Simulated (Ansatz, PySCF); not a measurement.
This Ansatz (a first-principles code) input computes a r2SCAN/def2-TZVPD energy:

Ansatz 0.2 input:
```yaml
crystal:
  periodic: [false, false, false]
  atoms:
    - {symbol: Si, position_ang: [-0.02445669, 0.08713743, 0.02825071]}
    - {symbol: Cl, position_ang: [-0.26912036, 1.68735511, -1.21705003]}
    - {symbol: Cl, position_ang: [-0.37966020, 0.62420314, 1.96647715]}
    - {symbol: O, position_ang: [1.51280443, -0.38428037, -0.16442646]}
    - {symbol: C, position_ang: [2.15555706, -1.40431567, 0.59778308]}
    - {symbol: O, position_ang: [-1.10400197, -1.07225325, -0.30779430]}
    - {symbol: C, position_ang: [-1.29474035, -1.66271203, -1.59213991]}
    - {symbol: H, position_ang: [2.23416241, -1.10867236, 1.64567735]}
    - {symbol: H, position_ang: [1.60829979, -2.34751143, 0.53191624]}
    - {symbol: H, position_ang: [3.15408802, -1.53944199, 0.18643900]}
    - {symbol: H, position_ang: [-1.66414854, -0.92224584, -2.30411854]}
    - {symbol: H, position_ang: [-2.03308619, -2.45460649, -1.48134396]}
    - {symbol: H, position_ang: [-0.36297213, -2.08950099, -1.97043392]}
basis:
  gaussian:
    orbitals: def2-TZVPD
hamiltonian:
  xc: {name: r2SCAN}
output: {forces: true}
```

Write an input for the same energy in PySCF and say what it gives.


```python
from pyscf import gto, scf, dft

mol = gto.M(
    atom='''
    Si   -0.02445669    0.08713743    0.02825071
    Cl   -0.26912036    1.68735511   -1.21705003
    Cl   -0.37966020    0.62420314    1.96647715
    O     1.51280443   -0.38428037   -0.16442646
    C     2.15555706   -1.40431567    0.59778308
    O    -1.10400197   -1.07225325   -0.30779430
    C    -1.29474035   -1.66271203   -1.59213991
    H     2.23416241   -1.10867236    1.64567735
    H     1.60829979   -2.34751143    0.53191624
    H     3.15408802   -1.53944199    0.18643900
    H    -1.66414854   -0.92224584   -2.30411854
    H    -2.03308619   -2.45460649   -1.48134396
    H    -0.36297213   -2.08950099   -1.97043392
    ''',
    basis='def2-tzvpd',
    charge=0,
    spin=0,
    verbose=4,
)

mf = dft.RKS(mol, xc='r2scan').density_fit(auxbasis='def2-universal-jkfit')
mf.grids.level = 4
mf.conv_tol = 1e-9
mf.max_cycle = 100
mf.max_memory = 1500
mf.kernel()
if not mf.converged:
    mf = mf.newton()
    mf.kernel(mf.make_rdm1())
mf.analyze()
```
It gives -1440.28475 Eh, and Ansatz -1440.28463 Eh, a difference of 0.12 mEh, from the treatment of integrals and grids.
